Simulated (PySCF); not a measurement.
**`CC(=O)O[SiH2]N(C)C`: 4 charge schemes on one density**

Species: C₄H₁₁NO₂Si.
Cartesian coordinates in Å at the PBE0-D3(BJ)/def2-SVP level; atoms count from 1:
```
atom  x, y, z in Å
C1     2.0848    0.1941   -0.3579
C2     1.0514    0.8612    0.4992
O3     1.2893    1.6401    1.3911
O4    -0.1972    0.5082    0.1864
Si5   -1.4700    1.2175    1.1227
N6    -2.9774    0.6076    0.5744
C7    -3.6428    1.1454   -0.5866
C8    -3.4957   -0.6624    1.0204
H9     1.8823    0.4078   -1.4175
H10    2.0174   -0.8966   -0.2308
H11    3.0852    0.5449   -0.0816
H12   -1.2781    0.7888    2.5302
H13   -1.4371    2.6801    0.8722
H14   -3.2439    2.1395   -0.8382
H15   -3.5252    0.5010   -1.4801
H16   -4.7272    1.2585   -0.4021
H17   -4.5755   -0.5894    1.2475
H18   -2.9855   -0.9901    1.9386
H19   -3.3704   -1.4615    0.2635
```

Density: PBE0/pcSseg-1 (PySCF); schemes: Mulliken, IAO, Hirshfeld and ESP-fitted. One conformer (not necessarily the lowest) at the PBE0-D3(BJ)/def2-SVP geometry, without solvent, vibrations or thermal averaging.

What partial charge does each atom carry?

In e; atoms taken as equivalent share a row and are averaged (×n: the atom named and its like, n in all):

| atom | environment | Mulliken | IAO | Hirshfeld | ESP-fitted |
| --- | --- | --- | --- | --- | --- |
| C1 | methyl carbon next to a carbonyl | -0.249 | -0.466 | -0.120 | -0.691 |
| C2 | carbonyl carbon | +0.404 | +0.534 | +0.216 | +0.871 |
| O3 | carbonyl oxygen | -0.419 | -0.466 | -0.261 | -0.564 |
| O4 | oxygen singly bound to a carbonyl carbon | -0.592 | -0.600 | -0.209 | -0.445 |
| Si5 | oxygen-bound silicon | +0.879 | +1.042 | +0.408 | +0.460 |
| N6 | silicon-bound nitrogen | -0.787 | -0.497 | -0.170 | -0.140 |
| C7/C8 | N-methyl carbon | -0.074 | -0.290 | -0.064 | -0.379 |
| H9/H10/H11 | methyl hydrogen | +0.144 | +0.168 | +0.056 | +0.188 |
| H12/H13 | Si–H hydrogen | -0.100 | -0.133 | -0.074 | -0.065 |
| H14 (×6) | methyl hydrogen | +0.113 | +0.132 | +0.040 | +0.139 |

Mean size of the charges over all atoms: IAO 0.303 e, ESP-fitted 0.287 e, Mulliken 0.252 e, Hirshfeld 0.109 e. Each set sums to the total charge, 0, to within 0.001 e. The IAO scheme counts the electrons in orthogonalised intrinsic atomic orbitals, a minimal basis polarised so that it spans the occupied orbitals exactly.

Lowest charge. The schemes don't all agree: Mulliken N6 (-0.787); IAO O4 (-0.600); Hirshfeld O3 (-0.261); ESP-fitted C1 (-0.691).

Highest charge. The schemes don't all agree: Mulliken Si5 (+0.879); IAO Si5 (+1.042); Hirshfeld Si5 (+0.408); ESP-fitted C2 (+0.871).

Sum the charges by element, for elements with more than one atom.

```json
{"element": "C", "atoms": "4", "Mulliken": "+0.007", "IAO": "-0.512", "Hirshfeld": "-0.032", "ESP-fitted": "-0.579"}
{"element": "O", "atoms": "2", "Mulliken": "-1.010", "IAO": "-1.066", "Hirshfeld": "-0.470", "ESP-fitted": "-1.010"}
{"element": "H", "atoms": "11", "Mulliken": "+0.911", "IAO": "+1.033", "Hirshfeld": "+0.264", "ESP-fitted": "+1.268"}
```

How many electrons does the IAO scheme count on O3?

Z − q = 8 − (-0.466) = 8.466.
